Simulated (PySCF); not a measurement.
SMILES COC(C[SeH])=O (GFN2-xTB optimised geometry):

```
12

C      0.034    -2.200    -0.037
O     -0.663    -0.958    -0.012
C      0.088     0.139     0.000
O      1.291     0.139     0.000
C     -0.778     1.375     0.000
Se     0.307     2.973     0.343
H      0.575    -2.310    -0.979
H     -0.724    -2.973     0.060
H      0.746    -2.251     0.788
H     -1.261     1.474    -0.975
H     -1.554     1.293     0.762
H      1.554     2.276     0.180
```

Computed with CAM-B3LYP/def2-TZVP (PySCF 2.14.0).

Q: What are the frontier orbital energies and the dipole moment?

A: HOMO-2 -10.62 eV, HOMO-1 -9.82 eV, HOMO -7.82 eV, LUMO 1.08 eV, LUMO+1 1.38 eV; dipole moment 2.93 D.

Meta-Löwdin charges at CAM-B3LYP/def2-TZVP: C1 -0.12, O2 -0.34, C3 0.53, O4 -0.47, C5 -0.34, Se6 -0.04, H7 0.12, H8 0.13, H9 0.13, H10 0.15, H11 0.15, H12 0.09.
